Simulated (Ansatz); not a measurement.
`Cl[SiH2][SeH]` and `[Cl][SnH2][SeH]` differ in one element.

Ansatz, PBE0-D4/def2-TZVP geometries, multiplicity 1. Each molecule was computed in one conformer, which needn't be the lowest.

Elements past krypton have def2 core potentials. Scalar relativity is left out up to krypton.

| property | `Cl[SiH2][SeH]` |
| --- | --- |
| HOMO energy (PBE0/def2-TZVPP) / eV | -7.34 |
| LUMO energy (PBE0/def2-TZVPP) / eV | -0.37 |
| HOMO energy (PBE/def2-TZVPP) / eV | -6.17 |
| HOMO–LUMO gap (ωB97M-V/def2-TZVPP) / eV | 10.99 |
| LUMO energy (ωB97M-V/def2-TZVPP) / eV | 1.49 |
| HOMO energy (B3LYP/def2-TZVPP) / eV | -7.09 |

(1) Give the same properties after the change, and the shifts. (An estimate is asked.)

Answers

(1) Ansatz gave: 
| property | `[Cl][SnH2][SeH]` | shift |
| --- | --- | --- |
| HOMO energy (PBE0/def2-TZVPP) / eV | -7.41 | -0.07 |
| LUMO energy (PBE0/def2-TZVPP) / eV | -1.34 | -0.97 |
| HOMO energy (PBE/def2-TZVPP) / eV | -6.26 | -0.09 |
| HOMO–LUMO gap (ωB97M-V/def2-TZVPP) / eV | 10.07 | -0.92 |
| LUMO energy (ωB97M-V/def2-TZVPP) / eV | 0.51 | -0.98 |
| HOMO energy (B3LYP/def2-TZVPP) / eV | -7.16 | -0.07 |

With PBE0 the HOMO falls by 0.07 eV and the LUMO falls by 0.97 eV, so the gap narrows by about 0.90 eV. PBE moves the HOMO by -0.09 eV and ωB97M-V by -0.06 eV.

B3LYP here is the variant with VWN-RPA as its local correlation; programs differ in this.

Spin–orbit coupling is left out; it splits and shifts lone-pair levels of the heavy atoms by tenths of an eV.
